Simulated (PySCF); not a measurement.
Si(F)(Cl)(OH)(OMe) (CH4ClFO2Si), SMILES CO[Si](O)(F)Cl. Atoms are numbered in the order given.

```xyz
10

C     -2.1495    -0.4629     1.0020
O     -1.2171     0.5313     0.6563
Si     0.3030     0.2946     0.1448
O      1.2027    -0.3626     1.3398
F      0.8818     1.7242    -0.2927
Cl     0.3518    -0.9045    -1.5174
H     -1.8355    -1.0092     1.9067
H     -2.2884    -1.1872     0.1815
H     -3.1138     0.0240     1.2039
H      2.0909    -0.6653     1.1300
```
Charge 0, spin multiplicity 1.

The structure is a stationary point at PBE0-D3(BJ)/def2-SVP. The values are those of a single conformer.

The numbers are results of SMD-M06-2X/6-31G* (PySCF), not measurements.

Solvation free energies are E(SMD) − E(gas) at the gas-phase geometry, for 1 M in both phases. In vacuum the dipole moment is 2.11 D.

Problem. Rank water, dichloromethane, benzene by solvation free energy, most negative first.

Solution. dichloromethane (-6.3 kcal/mol), water (-5.7 kcal/mol), benzene (-4.0 kcal/mol)
